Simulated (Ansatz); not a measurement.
Calculated with Ansatz (gas phase, PBE0-D4/def2-TZVP geometries, no zero-point term in ΔE). CCSD(T)/CBS adds triple-zeta CCSD(T) − MP2 to the extrapolated MP2 energy (def2 sets, frozen cores). For Ge outer-core shells are correlated without core-valence functions, which leaves a few kJ/mol of doubt a bond. Scalar relativity is left out up to krypton. One conformer a species, not always the lowest.

`F[SiH2][AlH][GeH3]` + `NB(O)F` → `NB(F)[O][GeH3]` + `F[SiH2][AlH2]`  (cleavage of the Ge–Al bond)

`F[SiH2][AlH][GeH3]`:

```xyz
10

F     0.107    2.414   -2.527
Si    0.574    1.703   -1.157
Al   -0.739   -0.318   -0.635
Ge   -0.211   -1.550    1.453
H     2.025    1.389   -1.299
H     0.461    2.722   -0.073
H    -1.902   -0.837   -1.584
H     1.042   -1.016    2.173
H     0.023   -3.052    1.192
H    -1.378   -1.455    2.458
```

`NB(O)F`:

Cartesian coordinates in Å:
```
N -0.030 0.072 0.932
B -0.141 0.329 -0.446
O 0.223 -0.524 -1.446
F -0.644 1.505 -0.833
H -0.321 0.752 1.611
H 0.332 -0.775 1.328
H 0.580 -1.360 -1.147
```

`NB(F)[O][GeH3]`:

```xyz
10

N     1.180   -0.503    1.795
B     0.346   -0.492    0.670
F    -0.271   -1.642    0.318
O     0.144    0.628   -0.066
Ge   -0.904    0.719   -1.514
H     1.334   -1.328    2.344
H     1.666    0.317    2.107
H    -2.342    0.364   -1.110
H    -0.789    2.180   -1.963
H    -0.365   -0.245   -2.580
```

`F[SiH2][AlH2]`:

Z-matrix (Å, degrees):
```
Si
Al 1 2.468
F 1 1.613 2 111.5
H 1 1.492 2 112.3 3 -120.0
H 1 1.492 2 112.2 3 120.0
H 2 1.589 1 118.2 3 179.8
H 2 1.587 1 121.9 3 -0.2
```

| species | CCSD(T)/CBS(def2) energy (Eh) |
| --- | --- |
| `F[SiH2][AlH][GeH3]` | -2710.64357 |
| `NB(O)F` | -256.43442 |
| `NB(F)[O][GeH3]` | -2333.75991 |
| `F[SiH2][AlH2]` | -633.31837 |

Problem. Work out ΔE.

Solution. ΔE = (-2333.75991) + (-633.31837) − (-2710.64357) − (-256.43442) = -0.00029 Eh = -0.8 kJ/mol.

Largest T1 diagnostic among the species: 0.012.

From PBE to PBE0 (25 % exact exchange), in def2-TZVPP and without D4, ΔE moves by −4.0 kJ/mol. In def2-TZVPP, CCSD(T) changes the Hartree–Fock value by +19.7 kJ/mol (the triples alone add +1.4 kJ/mol) and MP2 by +15.6 kJ/mol.
